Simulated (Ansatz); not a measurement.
Ansatz (a first-principles code) input:
A basis named .json is the Basis Set Exchange file of that set.

Ansatz 0.2 input:
```yaml
crystal:
  periodic: [false, false, false]
  atoms:
    - {symbol: S, position_ang: [-0.92033396, 0.01263961, 0.45810799]}
    - {symbol: S, position_ang: [0.82388438, 0.04083510, -0.47353801]}
    - {symbol: H, position_ang: [1.54319333, -0.85559544, 0.24688016]}
basis:
  gaussian:
    orbitals: def2-QZVPPD.json
    fitting: {mean_field: def2-universal-jkfit, correlation: def2-QZVPPD-RIFIT.json}
total_charge: 1
magnetization: {spin_polarized: true, initial_magnetization: 2}
correlation: {method: mp2, electrons: outside_noble_gas}
```

### Question
Predict the final energy.

### Answer
-795.68692 Eh (RI-MP2/def2-QZVPPD). The basis has 191 functions.

This state (charge 1, triplet) is run at the relaxed geometry of the species with charge 0 and multiplicity 2.
